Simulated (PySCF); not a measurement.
Species: C4H6F5P.
SMILES with atom numbers: `[CH3:1][P:2]([CH3:3])[C:4]([F:5])([F:6])[C:7]([F:8])([F:9])[F:10]` (hydrogens: H11, H12, H13 on C1; H14, H15, H16 on C3)

A linear-response calculation (PySCF, def2-SVPD basis, gas phase, vertical, core orbitals frozen in the response) gave these numbers; the functional is withheld.

Orbital energies (eV): HOMO-3 -11.26, HOMO-2 -9.84, HOMO-1 -9.37, HOMO -7.24, LUMO -0.05, LUMO+1 0.14, LUMO+2 0.60.

```
state  E (eV)       f  main configurations (H = HOMO, L = LUMO)
   S1    6.41   0.076                                 H→L (94%)
   S2    6.51   0.055                               H→L+1 (93%)
   S3    7.06   0.032                               H→L+2 (94%)
   S4    7.55   0.039                  H→L+4 (61%), H→L+3 (31%)
   S5    7.67  0.0082                  H→L+3 (58%), H→L+4 (35%)
   S6    7.95   0.041                  H→L+5 (72%), H→L+6 (14%)
```

Triplets (Tamm–Dancoff): T1 5.25 eV, H→L (76%), H→L+2 (16%); T2 5.63 eV, H→L+1 (85%); T3 6.72 eV, H→L+2 (69%), H→L (19%); T4 7.31 eV, H→L+4 (69%), H→L+3 (16%).

Vertical ionisation energy by ΔSCF with the same functional: 9.54 eV. Mean static polarisability: 79.4 au.

**Question.** Name the functional.
A. PBE
B. B3LYP
C. HF
D. CAM-B3LYP

**Answer.** B. B3LYP is a global hybrid with 20% exact exchange. In this run −ε(HOMO) = 7.24 eV differs from the ΔSCF value by -2.30 eV, and S1 differs from the orbital gap of 7.19 eV by -0.78 eV. The ratio −ε(HOMO)/IP is 0.76. Small neutral molecules mostly give 0.67 to 0.83 with B3LYP, 0.5 to 0.7 with PBE, 0.85 to 0.93 with CAM-B3LYP; Hartree–Fock can't fall below 1, since the ion's relaxation only lowers the ΔSCF value.

Computed with PySCF, TDDFT B3LYP/def2-SVPD, vertical, gas phase, core orbitals frozen in the response. Geometry: PBE0-D3(BJ)/def2-SVP, one conformer, isolated molecule.

Conformer computed: `[CH3:1][P:2]([CH3:3])[C:4]([F:5])([F:6])[C:7]([F:8])([F:9])[F:10]`: C1–P2–C4–F5 -59°, P2–C4–C7–F8 57°.
